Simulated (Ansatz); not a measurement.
A nudged elastic band was laid between two geometries of AlCl2H5OSi (10 atoms, charge 0, multiplicity 1).

All numbers below come from Ansatz, RKS BLYP-D4/def2-SVP.

```yaml
movable_images: 9
climbing_image: yes
spring: 5.0 eV/Å²
optimiser: quadratic models (default)
start_path: through a guess of the saddle point
force_threshold: 0.05 eV/Å
iteration_limit: 60
end_points: relaxed
```

Image 0:

```xyz
10
Properties=species:S:1:pos:R:3
Al -0.171 0.004 0.307
H -0.570 0.568 1.726
Cl 1.809 0.448 -0.451
Cl -1.729 -0.153 -1.179
O 0.216 -1.923 0.498
Si -0.822 -3.271 0.052
H -0.164 -4.467 0.663
H -2.130 -2.965 0.686
H -0.883 -3.399 -1.432
H 1.175 -2.013 0.291
```

Image 10:

```xyz
10
Properties=species:S:1:pos:R:3
Al 0.129 -0.397 -0.483
H -0.064 0.327 1.793
Cl 2.123 0.275 -0.525
Cl -1.392 0.906 -1.136
O -0.215 -2.030 -0.174
Si -0.771 -3.599 -0.065
H 0.357 -4.515 0.307
H -1.835 -3.685 0.991
H -1.346 -4.036 -1.380
H -0.258 -0.417 1.831
```

**Question.** Which bonds break or form, and what moves?

**Answer.** Bonds broken: Al1–H2, O5–H10. Bonds formed: H2–H10. AlCl2H5OSi becomes AlCl2H3OSi + H2.

**Question.** Give the energies along the band, and the barrier.

**Answer.** It converged. The highest image is number 6 of 0 to 10, 0.70 eV above the first end and 0.92 eV above the last; the last end lies 0.22 eV below the first. A vibrational analysis at the climbing image gives one clearly imaginary mode, 1147i cm⁻¹: a first-order saddle point. The orbitals stay closed-shell, which can raise the energy where a bond breaks towards radicals; this wasn't checked here.

```json
{"image": "0", "path coordinate (Å)": "0.00", "energy (eV)": "0.00", "Al1–H2 (Å)": "1.58", "O5–H10 (Å)": "0.99", "H2–H10 (Å)": "3.43"}
{"image": "1", "path coordinate (Å)": "0.63", "energy (eV)": "0.01", "Al1–H2 (Å)": "1.58", "O5–H10 (Å)": "0.98", "H2–H10 (Å)": "3.33"}
{"image": "2", "path coordinate (Å)": "1.26", "energy (eV)": "0.03", "Al1–H2 (Å)": "1.58", "O5–H10 (Å)": "0.98", "H2–H10 (Å)": "3.16"}
{"image": "3", "path coordinate (Å)": "1.90", "energy (eV)": "0.04", "Al1–H2 (Å)": "1.58", "O5–H10 (Å)": "0.98", "H2–H10 (Å)": "2.85"}
{"image": "4", "path coordinate (Å)": "2.53", "energy (eV)": "0.11", "Al1–H2 (Å)": "1.59", "O5–H10 (Å)": "0.98", "H2–H10 (Å)": "2.39"}
{"image": "5", "path coordinate (Å)": "3.16", "energy (eV)": "0.27", "Al1–H2 (Å)": "1.61", "O5–H10 (Å)": "0.99", "H2–H10 (Å)": "1.87"}
{"image": "6", "path coordinate (Å)": "3.79", "energy (eV)": "0.70", "Al1–H2 (Å)": "1.74", "O5–H10 (Å)": "1.22", "H2–H10 (Å)": "1.11"}
{"image": "7", "path coordinate (Å)": "4.41", "energy (eV)": "0.02", "Al1–H2 (Å)": "2.09", "O5–H10 (Å)": "1.84", "H2–H10 (Å)": "0.80"}
{"image": "8", "path coordinate (Å)": "5.04", "energy (eV)": "-0.20", "Al1–H2 (Å)": "2.36", "O5–H10 (Å)": "2.39", "H2–H10 (Å)": "0.77"}
{"image": "9", "path coordinate (Å)": "5.66", "energy (eV)": "-0.22", "Al1–H2 (Å)": "2.40", "O5–H10 (Å)": "2.59", "H2–H10 (Å)": "0.77"}
{"image": "10", "path coordinate (Å)": "6.28", "energy (eV)": "-0.22", "Al1–H2 (Å)": "2.40", "O5–H10 (Å)": "2.57", "H2–H10 (Å)": "0.77"}
```

**Question.** What is the geometry of the highest image?

**Answer.** 
```xyz
10
Properties=species:S:1:pos:R:3
Al 0.081 -0.120 -0.131
H 0.075 -0.107 1.611
Cl 1.918 0.502 -0.971
Cl -1.740 0.536 -0.994
O 0.001 -1.908 0.372
Si -0.754 -3.414 0.050
H 0.037 -4.484 0.731
H -2.155 -3.390 0.575
H -0.743 -3.601 -1.433
H 0.007 -1.185 1.352
```

**Question.** What are the harmonic wavenumbers there?

**Answer.** 1147i, 26, 52, 89, 145, 179, 266, 418, 433, 548, 594, 700, 712, 828, 922, 935, 974, 1078, 1186, 1644, 1877, 2186, 2197, 2205 cm⁻¹.

The run took 4.4 min on 4 threads of Arm Neoverse V2 (shared host), peak memory 0.17 GiB.
